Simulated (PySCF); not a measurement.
C2H10Si4, SMILES [SiH3][SiH2][Si@@H]1C=C[SiH2]1.

The structure is a stationary point at B3LYP-D3(BJ)/def2-SVP. The structure was generated by enumeration; whether it is a known compound was not checked. The values are those of a single conformer.

Two levels are set side by side: PBE/def2-TZVP (PySCF) and HF/def2-TZVP (PySCF). Same geometry, gas phase. Differences are taken from unrounded values.

```tsv
quantity	HF	PBE	PBE minus HF
orbital gap (eV)	12.07	4.46	-7.61
highest occupied level (eV)	-9.61	-6.37	3.24
lowest empty level (eV)	2.46	-1.91	-4.36
dipole moment (D)	0.71	0.81	0.09
```

Without exact exchange PBE keeps part of each electron's self-repulsion, which lifts occupied levels and narrows the gap. Differences between two approximate levels are no errors against the true value.

Rough cost on one machine, each run with all the roots and properties that it gave: HF against PBE about 1/6.
